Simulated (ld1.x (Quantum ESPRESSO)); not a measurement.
## Sn: one change to a TM semilocal potential, before and after

| Item | Value |
| --- | --- |
| Element | tin (Sn) |
| Generator | ld1.x (Quantum ESPRESSO) 7.5 |
| Type | norm-conserving Troullier–Martins (semilocal form) |
| Functional | PBE |
| Relativity | scalar-relativistic |
| Frozen core | [Kr] 4d10 |
| Valence charge | 4 |
| Reference configuration | 5s2 5p1.75 (charge +0.25) |
| Partial waves | 5p (bound): rc 2.45 bohr; 5d channel at 0.05 Ry: rc 2.65 bohr; 5s (bound): rc 1.50 bohr |
| Local potential | the s channel |
| Core correction | none |

Change: reference 5s2 5p2.

Cutoffs: the cutoffs (Ry, on a coarse ladder) from which the occupation-weighted sum of valence levels, in a spherical-Bessel basis at the reference potential, stays within 10 and 1 mRy of its value at 400 Ry; they do not see the model core or the augmentation charge, which bear on the density cutoff. Errors are all-electron minus pseudo energies relative to the spin-unpolarised reference configuration.

Question: What does the change do?

Answer: The potential gets neither clearly harder nor softer (35 Ry and 110 Ry → 35 Ry and 110 Ry); the s channel sets the loose cutoff, while the largest relative change is in p, which becomes softer; neither file shows a bound ghost. A semilocal file is local in each channel, so a ghost entry of none says nothing of the separable form that plane-wave codes build from it.

| quantity | base | changed |
| --- | --- | --- |
| cutoff, loose | 35 Ry | 35 Ry |
| cutoff, tight | 110 Ry | 110 Ry |
| loose cutoff by channel (10 mRy a level) | p 8 Ry, s 35 Ry | p 6 Ry, s 35 Ry |
| bound ghosts | none | none |
| largest error over its own tests, meV | +183 | +176 |
| s: phases at 2.91 bohr within 0.05 rad from the reference energy up to (Ry; the scan ends near 5) | 0.7 | 0.9 |
| p: phases at 2.91 bohr within 0.05 rad from the reference energy up to (Ry; the scan ends near 5) | 2.5 | 2.6 |
| d: phases at 2.91 bohr within 0.05 rad from the reference energy up to (Ry; the scan ends near 5) | 0.5 | 0.5 |
